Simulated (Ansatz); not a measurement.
NO (SMILES [N]=O), doublet, geometry from GFN2-xTB. Base run: PBE0/cc-pVDZ (Ansatz, an electronic-structure program).

Here is a job for Ansatz.
Ansatz 0.2 input:
```yaml
crystal:
  periodic: [false, false, false]
  atoms:
    - {symbol: N, position_ang: [-0.00000000, -0.00000000, -0.61623737]}
    - {symbol: O, position_ang: [0.00000000, 0.00000000, 0.53920770]}
basis:
  gaussian:
    orbitals: cc-pVDZ
hamiltonian:
  xc: pbe0
magnetization: {spin_polarized: true, initial_magnetization: 1}
```

The bond that is stretched is that between atoms 1 and 2. A test that says stable can miss a lower solution.

Variants of this job, named by their change:

```tsv
change	ΔE vs base (mEh)	<S^2>	stability test says
base	0.000	0.753	minimum
spin_polarized = on; lower_state_search = off	0.000	0.753	undecided (no full test)
spin_polarized = on; lower_state_search = standard	0.000	0.753	minimum
bond × 1.25	94.516	1.016	minimum
spin_polarized = on; lower_state_search = off; bond × 1.25	94.516	1.016	undecided (no full test)
spin_polarized = on; lower_state_search = standard; bond × 1.25	94.516	1.016	minimum
bond × 1.5	179.5	1.699	minimum
spin_polarized = on; lower_state_search = off; bond × 1.5	179.5	1.699	undecided (no full test)
spin_polarized = on; lower_state_search = standard; bond × 1.5	179.5	1.699	minimum
bond × 1.8	220.9	2.361	minimum
spin_polarized = on; lower_state_search = off; bond × 1.8	220.9	2.361	undecided (no full test)
spin_polarized = on; lower_state_search = standard; bond × 1.8	220.9	2.361	minimum
bond × 2.2	234.2	2.666	minimum
spin_polarized = on; lower_state_search = off; bond × 2.2	277.0	2.652	undecided (no full test)
spin_polarized = on; lower_state_search = standard; bond × 2.2	234.2	2.666	minimum
bond × 3.0	239.0	2.750	minimum
spin_polarized = on; lower_state_search = off; bond × 3.0	311.4	2.750	undecided (no full test)
spin_polarized = on; lower_state_search = standard; bond × 3.0	239.0	2.750	minimum
```

On stretching, the SCF can end on different states; <S^2> shows the spin contamination of each.
